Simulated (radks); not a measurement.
Trend from Lu2+ to Hg2+: ionisation energy by Delta-SCF between NIST ground configurations, and size. Method: Dirac Kohn-Sham, PBE, spin-unpolarised, spherical densities, finite nucleus; open shells fill j = l - 1/2 first; Fermi nuclear charge, rms radius of each element as measured or else 0.836 A^(1/3) + 0.57 fm; computed with a radial shooting solver on a logarithmic mesh with Libxc functionals.

Lu2+: configuration [Xe] 4f14 6s1; configuration of the ion [Xe] 4f14; IE (eV) 21.064; NIST (eV) 20.959; kind exp.; -e(HOMO) (eV) 17.574 (6s1/2)
Hf2+: configuration [Xe] 4f14 5d2; configuration of the ion [Xe] 4f14 5d1; IE (eV) 22.057; NIST (eV) 22.55; kind theory; -e(HOMO) (eV) 16.901 (5d3/2)
Ta2+: configuration [Xe] 4f14 5d3; configuration of the ion [Xe] 4f14 5d2; IE (eV) 23.864; NIST (eV) 23; kind theory; -e(HOMO) (eV) 18.507 (5d3/2)
W2+: configuration [Xe] 4f14 5d4; configuration of the ion [Xe] 4f14 5d3; IE (eV) 25.645; NIST (eV) 26.0; kind semi-emp.; -e(HOMO) (eV) 20.078 (5d3/2)
Re2+: configuration [Xe] 4f14 5d5; configuration of the ion [Xe] 4f14 5d4; IE (eV) 26.426; NIST (eV) 27; kind theory; -e(HOMO) (eV) 20.774 (5d5/2)
Os2+: configuration [Xe] 4f14 5d6; configuration of the ion [Xe] 4f14 5d5; IE (eV) 28.125; NIST (eV) 25; kind theory; -e(HOMO) (eV) 22.262 (5d5/2)
Ir2+: configuration [Xe] 4f14 5d7; configuration of the ion [Xe] 4f14 5d6; IE (eV) 29.797; NIST (eV) 28; kind theory; -e(HOMO) (eV) 23.726 (5d5/2)
Pt2+: configuration [Xe] 4f14 5d8; configuration of the ion [Xe] 4f14 5d7; IE (eV) 31.449; NIST (eV) 29; kind theory; -e(HOMO) (eV) 25.171 (5d5/2)
Au2+: configuration [Xe] 4f14 5d9; configuration of the ion [Xe] 4f14 5d8; IE (eV) 33.083; NIST (eV) 30; kind theory; -e(HOMO) (eV) 26.602 (5d5/2)
Hg2+: configuration [Xe] 4f14 5d10; configuration of the ion [Xe] 4f14 5d9; IE (eV) 34.704; NIST (eV) 34.49; kind exp.; -e(HOMO) (eV) 28.022 (5d5/2)

Reference values: NIST Atomic Spectra Database (exp. = measured, semi-emp. = semi-empirical, theory = theoretical value adopted there). Spin polarisation and multiplet splitting are left out, so open shells lie too high by an amount that depends on their filling.

Beside tabulated values, note that spin-unpolarised runs miss the spin-polarisation part of the exchange energy of open shells.
